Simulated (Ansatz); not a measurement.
Total energies of the cluster InGa5 from Ansatz at PBE-D4/def2-SVP, gas phase (1 Eh = 27.2114 eV = 2625.5 kJ/mol). The reference geometry is relaxed at PBE-D4/def2-SVP.

```csv
atom,x (Å),y (Å),z (Å)
Ga1,-1.029,-1.602,0.385
Ga2,-0.309,1.663,-1.397
Ga3,1.404,-1.255,1.080
Ga4,-1.317,0.924,0.792
Ga5,1.175,1.280,1.260
In6,0.076,-1.010,-2.120
```

```tsv
state	geometry	energy (Eh)
charge 0 singlet	reference	-9811.86658
charge 1 doublet	reference	-9811.62661
charge -1 doublet	reference	-9811.93583
free Ga atom (doublet)	–	-1924.26790
free In atom (doublet)	–	-190.11196
```

In the def2 sets In takes a core potential; there is no spin–orbit coupling.

(1) Work out the vertical ionisation energy to the doublet.

(2) Work out the vertical electron affinity, to the doublet.

(3) Give the fundamental gap IE − EA, the Mulliken electronegativity (IE + EA)/2 and the hardness (IE − EA)/2.

(4) What is the binding energy per atom against free atoms?

(1) E(charge 1 doublet) − E(charge 0 singlet) = -9811.62661 − (-9811.86658) = 0.23997 Eh = 6.53 eV. For comparison, −ε of the highest occupied level is 4.50 eV at this level, 2.03 eV less.

(2) E(charge 0 singlet) − E(charge -1 doublet) = -9811.86658 − (-9811.93583) = 0.06925 Eh = 1.88 eV. The basis lacks diffuse functions, which makes affinities too small.

(3) From the values in Eh: IE − EA = 0.23997 − 0.06925 = 0.17072 Eh = 4.65 eV; (IE + EA)/2 = 4.21 eV; (IE − EA)/2 = 2.32 eV. The HOMO–LUMO gap of the same run is 0.71 eV, 3.94 eV smaller than the fundamental gap.

(4) Atoms: 5 × (-1924.26790) + 1 × (-190.11196) = -9811.45146 Eh. Binding: -9811.45146 − (-9811.86658) = 0.41512 Eh = 11.30 eV, or 1.88 eV for each of 6 atoms (no zero-point energy, no counterpoise term).

The restricted singlet is unstable towards broken spin symmetry in Hartree–Fock (as tested in another run); at PBE-D4/def2-SVP this wasn't settled. At PBE-D4/def2-SVP the highest occupied level of the charge -1 doublet lies above zero (up to 0.03 eV). By energy differences its removal costs 1.88 eV (vertical, to the charge 0 singlet, at PBE-D4/def2-SVP); self-interaction error and the lack of diffuse functions both raise the level.  

The structure comes from a short search, and lower isomers may exist.
